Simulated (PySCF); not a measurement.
## Relaxation of triplet Cu(OH)3

Method: UPBE0/[Cu def2-TZVP, O def2-TZVP, H def2-TZVP], no relativity, density fitting, PySCF. A (50,194) grid was used.

A start displaced from a saddle point along its imaginary mode, of C3 symmetry, held to at least that symmetry:

```xyz
7
charge 0 multiplicity 3, angstrom
Cu    0.0000    0.0000    0.0898
O     1.7897    0.0849   -0.1200
O    -0.9684    1.5075   -0.1200
O    -0.8213   -1.5924   -0.1200
H     2.2487   -0.7617    0.0359
H    -0.4647    2.3283    0.0359
H    -1.7840   -1.5665    0.0359
```

Optimiser trace:
| step | E − E(last) (kJ/mol) | largest gradient (Eh/bohr) |
| --- | --- | --- |
| 0 | 42.38 | 0.01153 |
| 1 | 39.16 | 0.00967 |
| 2 | 36.82 | 0.00860 |
| 3 | 33.15 | 0.00838 |
| 4 | 28.12 | 0.00778 |
| 5 | 18.60 | 0.01147 |
| 6 | 16.27 | 0.01792 |
| 7 | 13.51 | 0.01758 |
| 8 | 9.21 | 0.01026 |
| 9 | 6.35 | 0.00592 |
| 10 | 4.29 | 0.00431 |
| 11 | 2.42 | 0.00182 |
| 12 | 2.19 | 0.00317 |
| 13 | 1.86 | 0.00195 |
| 14 | 1.45 | 0.00133 |
| 15 | 0.95 | 0.00178 |
| 16 | 0.33 | 0.00105 |
| 17 | 0.16 | 0.00212 |
| 18 | 0.11 | 0.00038 |
| 19 | 0.09 | 0.00062 |
| 20 | 0.07 | 0.00098 |
| 21 | 0.04 | 0.00112 |
| 22 | 0.02 | 0.00069 |
| 23 | 0.00 | 0.00037 |
| 24 | 0.00 | 0.00005 |

It ends at C3v with Cu–O 1.771 Å (×3), O–H 0.963 Å (×3); Cu–O–H 114.5° (×3), O–Cu–O 120.0° (×3) (after a last refinement on a finer grid). A frequency run shows a minimum. Other isomers or separated fragments may lie lower.

Final geometry:
Coordinates in bohr (charge 0 multiplicity 3):
```
Cu    0.0000    0.0000   -0.0668
O     3.2922   -0.6036   -0.0124
O    -1.1234    3.1529   -0.0124
O    -2.1688   -2.5493   -0.0124
H     4.0082   -0.7349    1.6556
H    -1.3677    3.8386    1.6556
H    -2.6405   -3.1037    1.6556
```

Open d and f shells are described by one determinant, and the ground state may have another occupation or spin.
